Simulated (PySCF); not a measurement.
F2H5NSi2, SMILES [SiH2](N)[SiH](F)F.

Geometry: PBE-D3(BJ)/def2-SVP. The structure was generated by enumeration, and PubChem lists no compound with its InChIKey, so it may never have been made. One conformer was computed; it need not be the lowest.

Calculation: PBE/def2-TZVP (PySCF).

Symmetry labels are those of the subgroup Cs that the program uses (full group Cs).

Problem. List the valence orbital energies around the gap with their symmetry. (Estimate from the structure and the level; the computed values follow.)

Solution. 
```csv
orbital,symmetry,energy (eV)
HOMO−7,A',-10.76
HOMO−6,A",-9.95
HOMO−5,A',-9.89
HOMO−4,A",-9.68
HOMO−3,A',-9.28
HOMO−2,A",-8.58
HOMO−1,A',-7.84
HOMO,A',-6.12
LUMO,A',-1.61
LUMO+1,A",-1.20
LUMO+2,A',0.23
LUMO+3,A',0.46
```
